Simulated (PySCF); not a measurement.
# What a mistake does to a calculation on B2ClH4Si cation

Calculated results; nothing here was measured. The program is PySCF 2.14.0, an open-source quantum chemistry code, run on an isolated molecule that a program drew, which may never have been made. The molecule is B2ClH4Si cation (charge +1, singlet), drawn as the SMILES string `B[SiH+]BCl`.

Each row is a Hartree-Fock (HF) and frozen-core CCSD(T) single point in the cc-pV(D+d)Z basis, meant for a local HF minimum. Run 1 is clean. Each other run has one planted mistake out of seven kinds, and not every kind appears here: one electron removed, one electron added, multiplicity raised by two, geometry at a saddle point, minimal basis STO-3G, one bond length entered in bohr, all coordinates scaled. The reference is restricted for singlets and unrestricted otherwise, and also for a bond in bohr. Adding or removing an electron swaps singlet and doublet. Electrons count all cores. HOMO and LUMO are orbital energies over both spins, the gradient is its largest component, and the lowest frequency (negative if imaginary) is given only where the gradient is small. Bond lengths are over the 7 bonds as drawn. T1 is the CCSD diagnostic: over 0.02 (restricted) or 0.045 (unrestricted) a single reference is doubtful.

Geometry of the clean run:
```xyz
8
B2ClH4Si cation, angstrom
B    -1.9245   -1.5872   -1.5101
Si   -0.4727   -0.3508   -0.8070
B     1.5535   -0.6596   -0.8846
Cl    2.2962   -0.0951   -2.3358
H    -2.4152   -2.3667   -0.7558
H    -2.2409   -1.4947   -2.6539
H    -0.9134    0.9360   -0.2393
H     2.1595   -1.1774   -0.0067
```

```
run,electrons,basis functions,<S^2>,HOMO (eV),LUMO (eV),gradient (hartree/bohr),lowest frequency (cm^-1),mean bond (Å),longest bond (Å),T1,HF (hartree),CCSD(T) (hartree),mistake
1,44,94,0.000,-16.10,-5.45,3.9e-05,59,1.5499,2.051,0.0172,-799.84311,-800.28234,no fault
2,45,94,0.770,-7.17,0.87,2.7e-02,-,1.5499,2.051,0.0160,-800.07449,-800.52886,one electron added
3,43,94,0.774,-22.07,-13.79,2.5e-02,-,1.5499,2.051,0.0415,-799.29108,-799.71663,one electron removed
4,44,94,0.000,-15.92,-6.74,4.6e-05,-256,1.5604,2.089,0.0164,-799.83083,-800.26842,geometry at a saddle point
5,44,94,0.000,-16.08,-5.47,8.1e-03,-,1.5654,2.072,0.0173,-799.84246,-800.28219,?
```

**Which mistake was planted in run 5, and what did it cost?**

The mean and the longest bond both change by the same factor, 1.010, and the gradient is no longer small. So the mistake is: all coordinates scaled. Subtracting run 1 and multiplying by 627.51 kcal/mol a hartree, the energy moved by 0.4 kcal/mol in HF and 0.1 kcal/mol in CCSD(T).

